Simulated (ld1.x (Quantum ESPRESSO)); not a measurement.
## An all-electron radial function and its pseudo partner (carbon (C))

Columns: radius, all-electron u(r) and pseudo u(r) of the 2p shell (level -5.24 eV) of carbon in the configuration [He] 2s2 2p2; PBEsol, non-relativistic, TM scheme, ld1.x (Quantum ESPRESSO) 7.5.

```tsv
r (bohr)	all-electron	pseudo
0.123	0.0668	0.0220
0.245	0.1934	0.0845
0.368	0.3255	0.1808
0.490	0.4404	0.2976
0.613	0.5339	0.4224
0.735	0.6050	0.5390
0.858	0.6557	0.6373
0.980	0.6874	0.7081
1.103	0.7038	0.7499
1.225	0.7076	0.7642
1.348	0.7015	0.7565
1.470	0.6880	0.7337
1.593	0.6689	0.7019
1.715	0.6460	0.6668
1.838	0.6201	0.6313
1.960	0.5927	0.5976
2.083	0.5641	0.5657
2.205	0.5353	0.5356
2.328	0.5064	0.5064
2.450	0.4780	0.4780
2.573	0.4502	0.4502
2.695	0.4234	0.4234
2.818	0.3974	0.3974
2.940	0.3726	0.3726
3.063	0.3489	0.3489
3.185	0.3265	0.3265
```

Task: How many radial nodes do the two functions have?

Result: The all-electron 2p function has n − l − 1 = 0; the pseudo-wave has 0.

Task: At about which radius was the pseudo-wave matched?

Result: 2.45 bohr. The columns agree to 0.0005 from 2.21 bohr on; several derivatives are matched, so the curves merge somewhat inside the radius.

Task: Is the pseudo-wave norm-conserving?

Result: Yes: the TM scheme keeps the norm inside the radius equal to the all-electron one, which fixes the energy derivative of the logarithmic derivative at the level.
